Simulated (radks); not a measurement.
The nuclear charge of the zinc ion Zn2+ is varied continuously with 28 electrons held in [Ar] 3d10. Calculated with a radial shooting solver on a logarithmic mesh with Libxc functionals: scalar-relativistic Kohn-Sham, PBEsol, spin-polarised, spherical densities, finite nucleus; Fermi nuclear charge, rms radius 3.9283 fm. By the Hellmann-Feynman theorem dE/dZ = E(electron-nucleus)/Z, the electronic potential at the nucleus (averaged over a nucleus of fixed radius). The scalar-relativistic energy here is not variational (the density holds large components alone), so the two differ by a part that grows with Z.

Z	E (hartree)	E(electron-nucleus)/Z (hartree)	HOMO	e(HOMO) (eV)	<r> HOMO (bohr)
29.6	-1736.63721	-140.860	3d	-23.386	0.9263
29.8	-1764.96757	-142.137	3d	-27.020	0.9020
30	-1793.55395	-143.413	3d	-30.836	0.8794
30.2	-1822.39612	-144.688	3d	-34.827	0.8584
30.4	-1851.49390	-145.962	3d	-38.989	0.8388
30.6	-1880.84716	-147.235	3d	-43.317	0.8204
30.8	-1910.45578	-148.507	3d	-47.808	0.8030
31	-1940.31966	-149.780	3d	-52.458	0.7867

The central difference of E at Z = 30 is -143.571 hartree, to compare with the third column; the second derivative is -6.39 hartree.
